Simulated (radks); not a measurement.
Results of a calculation; reference values are marked as such.
Problem. Isoelectronic series with 51 electrons, each ion in its NIST ground configuration. Code: a radial shooting solver on a logarithmic mesh with Libxc functionals. Model: Dirac Kohn-Sham, PBEsol, spin-unpolarised, spherical densities, finite nucleus; open shells fill j = l - 1/2 first; Fermi nuclear charge, rms radius of each element as measured or else 0.836 A^(1/3) + 0.57 fm. Total energies (hartree) and orbital eigenvalues (hartree) (* marks an orbital that is empty in some or all of the ions):

| ion | configuration | E (hartree) | 4f7/2* | 5s1/2* | 4f5/2 | 4d5/2 | 4d3/2 |
|---|---|---|---|---|---|---|---|
| Dy15+ | [Kr] 4d10 4f5 | -12090.1792 | -11.15268 | -11.24616 | -11.20344 | -16.86394 | -17.13624 |
| Ho16+ | [Kr] 4d10 4f5 | -12537.2568 | -12.54457 | -12.36874 | -12.60269 | -18.49070 | -18.79023 |
| Er17+ | [Kr] 4d10 4f5 | -12993.7735 | -14.00517 | -13.53981 | -14.07129 | -20.18503 | -20.51376 |
| Tm18+ | [Kr] 4d10 4f5 | -13459.8722 | -15.53364 | -14.75938 | -15.60844 | -21.94629 | -22.30629 |
| Yb19+ | [Kr] 4d10 4f5 | -13935.5491 | -17.12928 | -16.02739 | -17.21347 | -23.77400 | -24.16741 |
| Lu20+ | [Kr] 4d10 4f5 | -14420.9565 | -18.79148 | -17.34396 | -18.88581 | -25.66772 | -26.09678 |
| Hf21+ | [Kr] 4d10 4f5 | -14916.2280 | -20.51973 | -18.70929 | -20.62498 | -27.62711 | -28.09416 |
| Ta22+ | [Kr] 4d10 4f5 | -15421.3972 | -22.31360 | -20.12346 | -22.43059 | -29.65189 | -30.15936 |
| W23+ | [Kr] 4d10 4f5 | -15936.5719 | -24.17270 | -21.58671 | -24.30229 | -31.74181 | -32.29225 |
| Os25+ | [Kr] 4d10 4f5 | -16997.3678 | -28.08528 | -24.66141 | -28.24281 | -36.11633 | -36.76068 |
| Ir26+ | [Kr] 4d10 4f5 | -17543.2519 | -30.13820 | -26.27348 | -30.31114 | -38.40059 | -39.09611 |
| Pt27+ | [Kr] 4d10 4f5 | -18099.5612 | -32.25524 | -27.93573 | -32.44460 | -40.74936 | -41.49901 |
| Au28+ | [Kr] 4d10 4f5 | -18666.4680 | -34.43616 | -29.64858 | -34.64302 | -43.16253 | -43.96937 |
| Hg29+ | [Kr] 4d10 4f5 | -19244.0612 | -36.68079 | -31.41235 | -36.90624 | -45.64000 | -46.50722 |
| Tl30+ | [Kr] 4d10 4f5 | -19832.5202 | -38.98895 | -33.22751 | -39.23414 | -48.18170 | -49.11259 |
| Pb31+ | [Kr] 4d10 4f5 | -20431.9388 | -41.36049 | -35.09443 | -41.62660 | -50.78756 | -51.78556 |

Estimate the row of Re24+ ([Kr] 4d10 4f5).

Solution. E (hartree) -16461.8741; 4f7/2* -26.09669; 5s1/2* -23.09928; 4f5/2 -26.23978; 4d5/2 -33.89668; 4d3/2 -34.49270.
